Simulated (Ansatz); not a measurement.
Al2S3. Total charge 0; quintet. Geometry PBE-D4/def2-SVP; atoms count from 1.

```
atom   x (Å)   y (Å)   z (Å)
 Al1   1.683   0.057  -1.141
 Al2  -0.108  -0.406   0.650
  S3   0.573   1.733   0.002
  S4  -0.464  -0.637  -1.647
  S5  -1.684  -0.747   2.135
```

At PBE0-D4/def2-TZVP a singlet of charge 0 lies 2.52 eV below the quintet, each at its own geometry. The structure comes from a short search, and lower isomers may exist.

Estimate the Mulliken populations from the PBE0/def2-TZVP orbitals of Ansatz.


| atom | charge (e) | spin (α − β) |
| --- | --- | --- |
| Al1 | 0.28 | 0.94 |
| Al2 | 0.29 | 0.45 |
| S3 | -0.20 | 0.80 |
| S4 | -0.20 | 0.80 |
| S5 | -0.18 | 1.01 |
Mulliken values and Mayer orders depend strongly on the basis.

Where does the spin sit?

Summed by element: Al 1.39, S 2.61, of 4 unpaired in all. Largest on single atoms: S5 1.01, Al1 0.94, S3 0.80.

And the Mayer bond orders between bonded heavy atoms (over 0.3)?

Al1–Al2 0.54 (2.57 Å); Al1–S3 0.95 (2.31 Å); Al1–S4 0.95 (2.31 Å); Al2–S3 0.82 (2.34 Å); Al2–S4 0.82 (2.34 Å); Al2–S5 1.21 (2.19 Å). Values over 0.3 also appear between atoms too far apart for a bond (S3–S4 0.38 at 3.07 Å); they arise where an orbital or an unpaired electron spreads over both atoms.
